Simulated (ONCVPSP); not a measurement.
## Ag (Z = 47): one change to an ONCV potential, before and after

```json
{"Element": "Ag (Z = 47)", "Generator": "ONCVPSP 4.0.1", "Type": "optimised norm-conserving Vanderbilt (ONCV)", "Functional": "PBE", "Relativity": "scalar-relativistic", "Frozen core": "[Ar] 3d10", "Valence charge": "19", "Reference configuration": "4s2 4p6 4d10 5s1", "Partial waves": "4s+5s: rc 1.25 bohr, ncon 3, nbas 8, qcut 10.5 1/bohr, 2 projectors; 4p: rc 1.00 bohr, ncon 4, nbas 7, qcut 7.1 1/bohr, 1 projector; 4d: rc 1.75 bohr, ncon 4, nbas 8, qcut 9.7 1/bohr, 3 projectors, debl 3.9 Ha", "Local potential": "polynomial inside 0.80 bohr (lpopt 5, dvloc0 1 Ha)", "Core correction": "polynomial model core, fcfact 0.15"}
```

All-electron outer shells of the reference configuration (PBE, scalar-relativistic, ld1.x):

| shell | level (eV) | outermost node (bohr) | outermost maximum (bohr) |
| --- | --- | --- | --- |
| 3d | -358.48 | – | 0.27 |
| 4s | -95.05 | 0.44 | 0.82 |
| 4p | -58.57 | 0.44 | 0.87 |
| 4d | -7.44 | 0.43 | 1.04 |
| 5s | -4.40 | 1.11 | 2.49 |

Change: d: qcut 7.5.

Cutoffs: the cutoffs (Ha) at which the residual kinetic energy of the hardest occupied pseudo-wave falls to 1 and 0.1 mHa per electron; they do not see the model core or the augmentation charge, which bear on the density cutoff. Errors are all-electron minus pseudo energies relative to the spin-unpolarised reference configuration.

Question: How do hardness, ghosts and transferability respond?

Answer: The potential gets neither clearly harder nor softer (128 Ha and 152 Ha → 128 Ha and 152 Ha); the p channel sets the loose cutoff, while the largest relative change is in d, which becomes softer; of the 4 tests that both files solve, the error grows in 1 and shrinks in 2 by more than 15 % and 0.3 meV (median size 0.9 → 1.4 meV); neither file shows a bound ghost.

| quantity | base | changed |
| --- | --- | --- |
| cutoff, loose | 128 Ha | 128 Ha |
| cutoff, tight | 152 Ha | 152 Ha |
| loose cutoff by channel | s 38 Ha, p 128 Ha, d 30 Ha | s 38 Ha, p 128 Ha, d 24 Ha |
| bound ghosts | none | none |
| GHOST(+) flags under 300 eV | s at 90.0 eV | s at 90.0 eV |
| error for 4s2 4p6 4d10 5s0, meV [ΔE 7.76 eV] | -1.1 | -0.6 |
| error for 4s2 4p6 4d9 5s0, meV [ΔE 29.87 eV] | -3.2 | -2.2 |
| error for 4s2 4p6 4d8 5s0, meV [ΔE 66.06 eV] | -0.6 | +14 |
| error for 4s2 4p6 4d10 5s0.5, meV [ΔE 3.02 eV] | -0.5 | -0.4 |
| s: phases at 1.27 bohr within 0.05 rad from the reference energy up to (Ha; the scan ends near 5) | n/a | n/a |
| p: phases at 1.02 bohr within 0.05 rad from the reference energy up to (Ha; the scan ends near 5) | 2.7 | 2.7 |
| d: phases at 1.77 bohr within 0.05 rad from the reference energy up to (Ha; the scan ends near 5) | to the end of the scan | to the end of the scan |
| rms error of d²Exc/dni dnj with the model core, mHa | 0.29 | 0.22 |
